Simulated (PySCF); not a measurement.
Isomers of C8H13P.

All values: PBE0/pcSseg-1 (PySCF) at PBE0-D3(BJ)/def2-SVP geometries, gas phase, one conformer each.

Question: Rank by the highest Hirshfeld charge on any atom, lowest value first.
A. `[CH3:1][CH2:2][c:3]1[cH:4][pH:5][c:6]([CH2:7][CH3:8])[cH:9]1` with C1–C2–C3–C4 -114°, P5–C6–C7–C8 56°
B. `[CH3:1][C:2]1=[CH:3][CH2:4][CH2:5][P:6]1[CH:7]1[CH2:8][CH2:9]1` with C5–P6–C7–C8 -100°, C2–C3–C4–C5 14°, C3–C4–C5–P6 -20°, C4–C5–P6–C7 -83°, P6–C7–C8–C9 -108°
C. `[CH:1]#[C:2][CH2:3][P:4]([CH3:5])[CH:6]1[CH2:7][CH2:8][CH2:9]1` with C2–C3–P4–C5 -68°, C3–P4–C6–C7 -179°, P4–C6–C7–C8 138°, C6–C7–C8–C9 -18°, C7–C8–C9–C6 18°, P4–C6–C9–C8 -138°
D. `[CH3:1][CH2:2][C:3]([CH3:4])=[C:5]=[P:6][CH:7]1[CH2:8][CH2:9]1` with C1–C2–C3–C4 -74°, C5–P6–C7–C8 -151°

Answer: D (+0.074 e), A (+0.113 e), B (+0.141 e), C (+0.157 e).

Question: Rank by the lowest Hirshfeld charge on any atom, highest value first.
A. `[CH3:1][CH2:2][C:3]([CH3:4])=[C:5]=[P:6][CH:7]1[CH2:8][CH2:9]1` with C1–C2–C3–C4 -74°, C5–P6–C7–C8 -151°
B. `[CH:1]#[C:2][CH2:3][P:4]([CH3:5])[CH:6]1[CH2:7][CH2:8][CH2:9]1` with C2–C3–P4–C5 -68°, C3–P4–C6–C7 -179°, P4–C6–C7–C8 138°, C6–C7–C8–C9 -18°, C7–C8–C9–C6 18°, P4–C6–C9–C8 -138°
C. `[CH3:1][CH2:2][c:3]1[cH:4][pH:5][c:6]([CH2:7][CH3:8])[cH:9]1` with C1–C2–C3–C4 -114°, P5–C6–C7–C8 56°

Answer: A (-0.112 e), C (-0.127 e), B (-0.166 e).

Question: Rank by HOMO–LUMO gap, lowest first.
A. `[CH3:1][CH2:2][C:3]([CH3:4])=[C:5]=[P:6][CH:7]1[CH2:8][CH2:9]1` with C1–C2–C3–C4 -74°, C5–P6–C7–C8 -151°
B. `[CH:1]#[C:2][CH2:3][P:4]([CH3:5])[CH:6]1[CH2:7][CH2:8][CH2:9]1` with C2–C3–P4–C5 -68°, C3–P4–C6–C7 -179°, P4–C6–C7–C8 138°, C6–C7–C8–C9 -18°, C7–C8–C9–C6 18°, P4–C6–C9–C8 -138°
C. `[CH3:1][CH2:2][c:3]1[cH:4][pH:5][c:6]([CH2:7][CH3:8])[cH:9]1` with C1–C2–C3–C4 -114°, P5–C6–C7–C8 56°
D. `[CH3:1][C:2]1=[CH:3][CH2:4][CH2:5][P:6]1[CH:7]1[CH2:8][CH2:9]1` with C5–P6–C7–C8 -100°, C2–C3–C4–C5 14°, C3–C4–C5–P6 -20°, C4–C5–P6–C7 -83°, P6–C7–C8–C9 -108°

Answer: C (5.42 eV), A (5.78 eV), D (6.47 eV), B (7.33 eV).

All values together:

| SMILES | μ (D) | HOMO (eV) | LUMO (eV) | lowest IAO charge (e) | highest IAO charge (e) | lowest Hirshfeld charge (e) | highest Hirshfeld charge (e) |
| --- | --- | --- | --- | --- | --- | --- | --- |
| CCc1c[pH]c(CC)c1 | 1.16 | -6.36 | -0.93 | -0.406 (C) | +0.388 (P) | -0.127 (C) | +0.113 (P) |
| CC1=CCCP1C1CC1 | 1.42 | -6.27 | 0.20 | -0.439 (C) | +0.474 (P) | -0.120 (C) | +0.141 (P) |
| C#CCP(C)C1CCC1 | 1.68 | -6.61 | 0.72 | -0.607 (C) | +0.510 (P) | -0.166 (C) | +0.157 (P) |
| CCC(C)=C=PC1CC1 | 1.73 | -6.64 | -0.86 | -0.409 (C) | +0.354 (P) | -0.112 (C) | +0.074 (P) |

Conformers: `[CH3:1][CH2:2][c:3]1[cH:4][pH:5][c:6]([CH2:7][CH3:8])[cH:9]1` with C1–C2–C3–C4 -114°, P5–C6–C7–C8 56°; `[CH3:1][C:2]1=[CH:3][CH2:4][CH2:5][P:6]1[CH:7]1[CH2:8][CH2:9]1` with C5–P6–C7–C8 -100°, C2–C3–C4–C5 14°, C3–C4–C5–P6 -20°, C4–C5–P6–C7 -83°, P6–C7–C8–C9 -108°; `[CH:1]#[C:2][CH2:3][P:4]([CH3:5])[CH:6]1[CH2:7][CH2:8][CH2:9]1` with C2–C3–P4–C5 -68°, C3–P4–C6–C7 -179°, P4–C6–C7–C8 138°, C6–C7–C8–C9 -18°, C7–C8–C9–C6 18°, P4–C6–C9–C8 -138°; `[CH3:1][CH2:2][C:3]([CH3:4])=[C:5]=[P:6][CH:7]1[CH2:8][CH2:9]1` with C1–C2–C3–C4 -74°, C5–P6–C7–C8 -151°.
